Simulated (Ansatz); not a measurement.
`CC(C)(C)P` + `[SiH3][SeH]` → `P[SiH2][SeH]` + `CC(C)C` at 700 K and 1 bar (formal exchange of groups at a P–C bond).

Program: Ansatz. Geometries: PBE0-D4/def2-TZVP. ΔE: electronic, gas phase. CCSD(T)/CBS adds triple-zeta CCSD(T) − MP2 to the extrapolated MP2 energy (def2 sets, frozen cores). For Se outer-core shells are correlated without core-valence functions, which leaves a few kJ/mol of doubt a bond. Scalar relativity is left out up to krypton. Each species was taken in one conformer, which may not be the lowest.

```tsv
species	CCSD(T)/CBS energy (Eh)	H − E (kJ/mol)	S (J/(mol·K))
`CC(C)(C)P`	-499.77302	460.4	489.1
`[SiH3][SeH]`	-2692.20088	133.3	356.0
`P[SiH2][SeH]`	-3033.74999	180.2	439.4
`CC(C)C`	-158.24397	420.1	408.8
```

H − E and S are ideal-gas, rigid-rotor, harmonic terms from PBE0-D4/def2-TZVP, for one conformer and one mirror image of each species. 1 Eh = 2625.50 kJ/mol, R = 8.31446 J/(mol·K).

Problem. By hand: ΔE, ΔH, ΔS and ΔG.

Solution. ΔE = (-3033.74999) + (-158.24397) − (-499.77302) − (-2692.20088) = -0.02006 Eh = -52.7 kJ/mol. Δ(H − E) = 180.2 + 420.1 − 460.4 − 133.3 = 6.6, so ΔH = -46.1 kJ/mol. ΔS = 439.4 + 408.8 − 489.1 − 356.0 = 3.1 J/(mol·K). ΔG = -46.1 − 700 × (3.1)/1000 = -48.3 kJ/mol.

Problem. By hand: the equilibrium constant, and the temperature at which ΔG would vanish if ΔH and ΔS stayed fixed.

Solution. log₁₀ K = −ΔG/(RT ln 10) = 3.6. ΔH and −TΔS have one sign here, so there is no such temperature. One of them is within its doubt of zero, so this could turn.

The number of gas molecules stays the same, so ΔS is small and ΔH decides. A doubt of 5 kJ/mol in ΔE shifts log₁₀ K by 0.4 here. Other conformers and mirror images would add mixing entropy, several J/(mol·K) or more a flexible species. These are equilibria of isolated gas molecules and say nothing of rates. Largest T1 diagnostic: 0.011 (customary marks: 0.02 for closed shells, 0.045 for open ones).
